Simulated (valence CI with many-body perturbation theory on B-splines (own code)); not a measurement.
## Forbidden lines of Cr

Calculated by valence CI with perturbative core correlation (CI+MBPT): six valence electrons over a frozen Dirac-Fock core [Ar], a basis of 7 s, 7 p, 8 d, 6 f, 4 g, 1 h functions for each j, with the one-electron correlation potential Σ1, the two-electron term Σ2, the three-electron term Σ3, Breit, model QED; selected CI, second order for the rest, scaled by the run's own slope (own B-spline code, finite nucleus).

Against 16 measured levels this calculation errs by 1394 cm⁻¹ on average and by 2953 at most. These come from a selection out of the NIST Handbook of Basic Atomic Spectroscopic Data. Levels without a partner in it may be off by more, other configurations by 1,000 to 4,000 cm⁻¹. Among the levels kept, up to 3600 cm⁻¹ of a level comes from second order outside the variational space, and about a tenth of that is noise between levels of different J, which matters for small intervals. Only levels of the ground parity were solved; by the run's estimate the other parity begins above the list, which can be wrong where configurations are misplaced. 3 measured levels below the end of the list, from 23305 cm⁻¹ on, found no clear computed partner.

Lines 1 to 50 of 59 in falling wavelength, among levels below 24302 cm⁻¹, chosen from the decays that carry over 1 % of a level's rate. Wavelengths and rates use the calculated energies, so an error of 1000 cm⁻¹ moves a line at 6326 Å by 6.3 % and its rate by three times that or more. Electric multipoles are in the length gauge, E1 and E2 with the static RPA response of the core. S is in atomic units (e²a₀⁴ for E2 and M2, e²a₀⁶ for E3), for M1 in squared Bohr magnetons. Weak lines are less certain than strong ones. Lines between different terms over intervals too small for the method are left out, as are lines whose strength nearly cancels and 28 of this kind that miss the measured wavelength by over 7 %. Where a level lies close to another of its J and parity, the split of strength between their lines is uncertain. The highest levels of a list are the least certain.

Names give the largest LS component (configuration and term), which can be under half, so a name can repeat, a term be missing and a line seem to break the LS rules; names also repeat where a configuration has a term twice.

| λ vac (Å) | λ from measured levels | Upper | Lower | Type | A (s⁻¹) | S (a.u.) |
| --- | --- | --- | --- | --- | --- | --- |
| 1.225e+06 |  | 3d4.4s2 3H_5 | 3d4.4s2 3H_4 | M1 | 1.44e-05 | 1.08e+01 |
| 9.870e+05 |  | 3d4.4s2 3H_6 | 3d4.4s2 3H_5 | M1 | 2.32e-05 | 1.07e+01 |
| 5.946e+05 | 5.962e+05 | 3d4.4s2 5D_3 | 3d4.4s2 5D_2 | M1 | 2.21e-04 | 1.20e+01 |
| 1.617e+05 |  | 3d4.4s2 3P_2 | 3d4.4s2 3P_1 | M1 | 3.20e-03 | 2.51e+00 |
| 47290 |  | 3d4.4s2 3G_5 | 3d4.4s2 3H_6 | M1 | 2.37e-03 | 1.02e-01 |
| 46340 |  | 3d4.4s2 3G_3 | 3d4.4s2 3H_4 | M1 | 1.93e-03 | 4.99e-02 |
| 45130 |  | 3d4.4s2 3G_5 | 3d4.4s2 3H_5 | M1 | 2.29e-03 | 8.58e-02 |
| 44400 |  | 3d4.4s2 3G_4 | 3d4.4s2 3H_4 | M1 | 1.68e-03 | 4.92e-02 |
| 43520 |  | 3d4.4s2 3G_5 | 3d4.4s2 3H_4 | M1 | 7.47e-05 | 2.51e-03 |
| 7043 |  | 3d4.4s2 3P_2 | 3d5.4s 5S_2 | M1 | 7.35e-03 | 4.76e-04 |
| 6523 |  | 3d4.4s2 3H_4 | 3d4.4s2 5D_4 | M1 | 3.42e-05 | 3.17e-06 |
| 6488 |  | 3d4.4s2 3H_5 | 3d4.4s2 5D_4 | E2 | 4.60e-06 | 5.19e-04 |
| 6446 |  | 3d4.4s2 3H_4 | 3d4.4s2 5D_3 | M1 | 8.04e-06 | 7.19e-07 |
| 6446 |  | 3d4.4s2 3H_4 | 3d4.4s2 5D_3 | E2 | 3.95e-06 | 3.53e-04 |
| 6446 |  | 3d4.4s2 3H_6 | 3d4.4s2 5D_4 | E2 | 5.21e-06 | 6.72e-04 |
| 6413 |  | 3d4.4s2 3H_5 | 3d4.4s2 5D_3 | E2 | 3.02e-06 | 3.22e-04 |
| 6377 |  | 3d4.4s2 3H_4 | 3d4.4s2 5D_2 | E2 | 2.70e-06 | 2.29e-04 |
| 6326 | 6514 | 3d4.4s2 3P_0 | 3d4.4s2 5D_1 | M1 | 1.67e-01 | 1.56e-03 |
| 6241 | 6417 | 3d4.4s2 3P_1 | 3d4.4s2 5D_2 | M1 | 1.21e-01 | 3.26e-03 |
| 6152 | 6345 | 3d4.4s2 3P_1 | 3d4.4s2 5D_0 | M1 | 1.36e-02 | 3.53e-04 |
| 6071 |  | 3d4.4s2 3P_2 | 3d4.4s2 5D_3 | M1 | 7.48e-02 | 3.10e-03 |
| 6049 |  | 3d5.4s 5D_0 | 3d5.4s 5S_2 | E2 | 4.32e-02 | 3.12e-01 |
| 6043 |  | 3d5.4s 5D_4 | 3d5.4s 5S_2 | E2 | 2.78e-02 | 1.80e+00 |
| 6038 |  | 3d5.4s 5D_1 | 3d5.4s 5S_2 | E2 | 3.39e-02 | 7.28e-01 |
| 6032 |  | 3d5.4s 5D_2 | 3d5.4s 5S_2 | E2 | 2.67e-02 | 9.51e-01 |
| 6025 |  | 3d5.4s 5D_3 | 3d5.4s 5S_2 | E2 | 2.71e-02 | 1.35e+00 |
| 5952 |  | 3d4.4s2 3P_2 | 3d4.4s2 5D_1 | M1 | 3.57e-03 | 1.40e-04 |
| 5924 |  | 3d4.4s2 3F_3 | 3d4.4s2 5D_4 | M1 | 6.93e-03 | 3.74e-04 |
| 5906 |  | 3d4.4s2 3F_4 | 3d4.4s2 5D_4 | M1 | 8.78e-02 | 6.04e-03 |
| 5861 |  | 3d4.4s2 3F_3 | 3d4.4s2 5D_3 | M1 | 4.98e-02 | 2.60e-03 |
| 5860 |  | 3d4.4s2 3F_2 | 3d4.4s2 5D_3 | M1 | 5.99e-03 | 2.23e-04 |
| 5843 |  | 3d4.4s2 3F_4 | 3d4.4s2 5D_3 | M1 | 1.78e-02 | 1.18e-03 |
| 5803 |  | 3d4.4s2 3F_3 | 3d4.4s2 5D_2 | M1 | 1.90e-02 | 9.62e-04 |
| 5803 |  | 3d4.4s2 3F_2 | 3d4.4s2 5D_2 | M1 | 2.30e-02 | 8.34e-04 |
| 5750 |  | 3d4.4s2 3F_2 | 3d4.4s2 5D_1 | M1 | 1.20e-02 | 4.21e-04 |
| 5718 |  | 3d4.4s2 3G_3 | 3d4.4s2 5D_4 | M1 | 1.02e-03 | 4.96e-05 |
| 5687 |  | 3d4.4s2 3G_4 | 3d4.4s2 5D_4 | M1 | 1.15e-02 | 7.03e-04 |
| 5687 |  | 3d4.4s2 3G_4 | 3d4.4s2 5D_4 | E2 | 2.92e-04 | 1.40e-02 |
| 5673 |  | 3d4.4s2 3G_5 | 3d4.4s2 5D_4 | E2 | 7.68e-04 | 4.43e-02 |
| 5659 |  | 3d4.4s2 3G_3 | 3d4.4s2 5D_3 | M1 | 7.71e-03 | 3.63e-04 |
| 5629 |  | 3d4.4s2 3G_4 | 3d4.4s2 5D_3 | M1 | 2.51e-03 | 1.49e-04 |
| 5606 |  | 3d4.4s2 3G_3 | 3d4.4s2 5D_2 | M1 | 3.01e-03 | 1.37e-04 |
| 5365 |  | 3d5.4s 5D_4 | 3d4.4s2 5D_4 | E2 | 9.53e-01 | 3.40e+01 |
| 5356 |  | 3d5.4s 5D_2 | 3d4.4s2 5D_4 | E2 | 4.07e-01 | 8.02e+00 |
| 5351 |  | 3d5.4s 5D_3 | 3d4.4s2 5D_4 | E2 | 1.04e+00 | 2.86e+01 |
| 5313 |  | 3d5.4s 5D_4 | 3d4.4s2 5D_3 | E2 | 7.00e-01 | 2.38e+01 |
| 5309 |  | 3d5.4s 5D_1 | 3d4.4s2 5D_3 | E2 | 9.34e-01 | 1.06e+01 |
| 5305 |  | 3d5.4s 5D_2 | 3d4.4s2 5D_3 | E2 | 8.37e-01 | 1.57e+01 |
| 5271 |  | 3d5.4s 5D_0 | 3d4.4s2 5D_2 | E2 | 2.15e+00 | 7.83e+00 |
| 5266 |  | 3d5.4s 5D_4 | 3d4.4s2 5D_2 | E2 | 1.78e-01 | 5.80e+00 |
